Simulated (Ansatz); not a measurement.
FGeH3 (SMILES [F][GeH3]) moved off its minimum; all values from Ansatz (a first-principles code), cores frozen in correlated methods.
(charge 0, multiplicity 1)
```xyz
5

Ge    -0.3073     0.0992    -0.0555
F      1.3102    -0.5374     0.2611
H     -0.9145    -0.7633    -1.1036
H     -0.0780     1.5739    -0.5865
H     -1.0421     0.0611     1.3355
```

```
level                largest force (eV/Å)  on atom  rms difference from CCSD(T)/aug-cc-pVTZ (eV/Å)  dipole (D)
-------------------  --------------------  -------  ----------------------------------------------  ----------
HF/def2-TZVPP                        2.07      Ge1                                           0.298        2.54
PBE/def2-TZVPP                       1.55      Ge1                                           0.171        2.11
r2SCAN/def2-TZVPP                    1.64      Ge1                                           0.084        2.20
B3LYP/def2-TZVPP                     1.59      Ge1                                           0.094        2.27
wB97M-V/def2-TZVPP                   1.62      Ge1                                           0.114        2.28
MP2/aug-cc-pVTZ                      1.70      Ge1                                           0.068        2.33
CCSD(T)/aug-cc-pVTZ                  1.72      Ge1                                           0.000        2.33
```

The differences count from one level among others, with limits of its own. Forces at CCSD(T)/aug-cc-pVTZ (eV/Å):

```csv
atom,Fx,Fy,Fz
Ge1,0.830,1.109,1.013
F2,-0.452,0.131,-0.111
H3,-0.434,-0.626,-0.629
H4,-0.148,-0.628,0.282
H5,0.204,0.014,-0.554
```
